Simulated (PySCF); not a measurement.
Be(H)2 cation (BeH2), SMILES [BeH2] (connectivity only; charge and spin as stated), charge +1, multiplicity 2.

Geometry: PBE-D3(BJ)/def2-TZVPD. The geometry has at least one imaginary mode, so it is a saddle point at that level. The multiplicity is an assumed one; other spin states were not compared. The isomer is the one that the SMILES or the coordinates give; other isomers of the formula were not compared.

Method: PySCF with r2SCAN/def2-TZVPD.

Gas-phase values at a fixed geometry.

The total energy is -15.46983 hartree and the point group comes out as D∞h. The α spin, highest occupied and lowest empty level is -17.58 and -8.30 eV and the β spin, highest occupied and lowest empty level comes out as -16.11 and -14.76 eV. The dipole moment about the centre of nuclear charge is 0.00 D and the mean static polarisability is 32.3 bohr³ (4.78 Å³). The polarisability, principal values is 14.5, 14.5, 67.9 bohr³ and the ⟨S²⟩ comes out as 0.777 (pure state 0.75).
